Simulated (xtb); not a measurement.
Sn(F)(SiH3) (FH₃SiSn), SMILES [F][Sn][SiH3] (connectivity only; charge and spin as stated), neutral, multiplicity 1. All values are semi-empirical tight-binding results from xtb (GFN2-xTB unless named), good for trends rather than for accurate numbers. The structure is a stationary point at GFN2-xTB.

For metal compounds this method's bond lengths and energies can be far off.

| Item | Value |
|---|---|
| orbital gap | 2.03 eV |
| zero-point energy | 14.4 kcal/mol |
| G − E(el) at 298.15 K (modified RRHO) | -5.4 kcal/mol |
